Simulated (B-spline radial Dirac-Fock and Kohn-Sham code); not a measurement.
## Free-atom binding energies and absorption edges of Pt

Method: Dirac-Fock energy differences between relaxed states, corrected for Breit and QED terms. Computed with a B-spline atomic structure program. The model has no electron correlation.

Input file task.json (cfg lists n, l and occupation; rrms is the nuclear radius in fm):

```json
{"items": [{
  "Z": 78,
  "q": 0,
  "cfg": [[1, 0, 2], [2, 0, 2], [2, 1, 6], [3, 0, 2], [3, 1, 6], [3, 2, 10], [4, 0, 2], [4, 1, 6], [4, 2, 10], [4, 3, 14], [5, 0, 2], [5, 1, 6], [5, 2, 9], [6, 0, 1]],
  "A": 195,
  "rrms": 5.427,
  "do": ["binding"],
  "screen": [5, 2]
}]}
```

Command: `python xray_run.py task.json out`

Two models are given for [Xe] 4f14 5d9 6s1. In the first the electron is removed to infinity. In the second it is placed in the 5d shell, so that the atom stays neutral; this mimics a hole screened by valence charge, or the onset of absorption below the ionisation limit. The tabulated edges (Elam, Ravel and Sieber, Radiat. Phys. Chem. 63, 121 (2002)) refer to the element in its standard state, with the Fermi level as zero for a metal.

```tsv
level	ionised (eV)	screened (eV)	tabulated (eV)
K	78398.0	78387.8	78395.0
L1	13895.2	13884.9	13880.0
L2	13281.0	13270.7	13273.0
L3	11571.7	11561.3	11564.0
M1	3312.1	3301.8	3296.0
M2	3039.3	3029.0	3027.0
M3	2659.2	2648.9	2645.0
M4	2210.8	2200.5	2202.0
N1	739.2	728.9	725.4
N2	623.2	612.9	609.1
N3	532.3	522.0	519.4
N4	342.3	332.0	331.6
N6	80.59	70.29	74.50
N7	77.27	66.96	71.20
O2	76.06	66.21	65.30
O3	61.31	51.55	51.70
```

Problem. Which of the two models lies closer to the table on average?

Solution. The screened model lies closer: the mean absolute deviations are 10.6 eV (ionised) and 3.1 eV (screened). Screening lowers the levels by 10.3 eV on average.
